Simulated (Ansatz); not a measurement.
H7OPSi2, SMILES `O[SiH2]P[SiH3]`, relaxed with RKS PBE-D4/def2-SVP in Ansatz 0.2.0 from a rough embedded geometry. The force threshold is 0.03 eV/Å; the program also tests the step.

The species carries charge 0 and has multiplicity 1.

Start:

```xyz
11

O     0.964   -1.649    0.577
Si   -0.558   -1.339    0.128
P    -0.947    0.699    0.758
Si    0.205    1.677   -0.851
H     1.059   -2.143    1.460
H    -1.483   -2.256    0.865
H    -0.733   -1.515   -1.343
H    -0.087    0.798    1.793
H     1.634    1.170   -0.725
H    -0.346    1.428   -2.127
H     0.291    3.131   -0.535
```

(1) How much energy does the relaxation release, and in how many steps? (Best estimate.)

(2) Which bonds change most? (Estimate.)

(3) Give the relaxed structure. (Best estimate.)

Results:

(1) Computed: 15.63 kcal/mol, in 20 steps, 3 of them rejected.

(2) Computed: Si2–P3 from 2.168 to 2.278 Å; P3–H8 from 1.349 to 1.442 Å; Si4–H10 from 1.412 to 1.503 Å; P3–Si4 from 2.207 to 2.281 Å.

(3) The calculation gave: 
```xyz
11

O     0.906   -1.713   -0.125
Si   -0.733   -1.446    0.183
P    -1.313    0.734    0.508
Si    0.461    1.620   -0.618
H     1.507   -1.420    0.582
H    -1.224   -2.204    1.392
H    -1.433   -1.928   -1.049
H    -0.686    0.835    1.803
H     1.806    1.212   -0.076
H     0.350    1.191   -2.054
H     0.361    3.120   -0.545
```
